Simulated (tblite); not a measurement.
Isomers of C5H8F2O2Si. Level: GFN2-xTB in tblite, geometry and Hessian alike; calculated harmonic values, unscaled, isolated species. This tight-binding method is rough: wavenumbers can miss measured ones by several per cent, in bad cases by 10 to 20. Modes of hydrogen on silicon can be 10 to 20 % off. One conformer each.

Electronic energies: GFN2-xTB at the same geometries; isomer energies are rough at this level and their order can be wrong.

```
                        SMILES  electronic energy, lowest = 0 (kJ/mol)
     CC(=O)/C=C(/O[SiH3])C(F)F                                     0.0
   O=C(O)[C@]1(C(F)F)CC[SiH2]1                                    80.3
O=CO[C@@H]1[SiH2][C@@H]1CC(F)F                                   194.3
```

How do GFN2-xTB zero-point energies change the relative energies?

```
                        SMILES  ZPE (kJ/mol)  of it from modes above 1550 cm⁻¹  electronic (kJ/mol)  with ZPE, lowest = 0 (kJ/mol)  lowest mode (cm⁻¹)  rings
     CC(=O)/C=C(/O[SiH3])C(F)F         311.6                             152.3                  0.0                            0.0                  42      0
   O=C(O)[C@]1(C(F)F)CC[SiH2]1         323.7                             148.6                 80.3                           92.3                  46      1
O=CO[C@@H]1[SiH2][C@@H]1CC(F)F         322.1                             144.7                194.3                          204.8                  33      1
```

The zero-point energies span 12.1 kJ/mol, from `CC(=O)/C=C(/O[SiH3])C(F)F` to `O=C(O)[C@]1(C(F)F)CC[SiH2]1`. The order is unchanged.

What do entropy and thermal enthalpy add at 298.15 K and 1 bar (rigid rotor, harmonic oscillator, one conformer each)?

```tsv
SMILES	point group	symmetry number	S (J/(mol K))	H − H(0) (kJ/mol)	ZPE + H − H(0) − TS (kJ/mol)
CC(=O)/C=C(/O[SiH3])C(F)F	C1	1	461.9	34.48	208.4
O=C(O)[C@]1(C(F)F)CC[SiH2]1	C1	1	435.6	31.29	225.1
O=CO[C@@H]1[SiH2][C@@H]1CC(F)F	C1	1	441.9	31.56	221.9
```
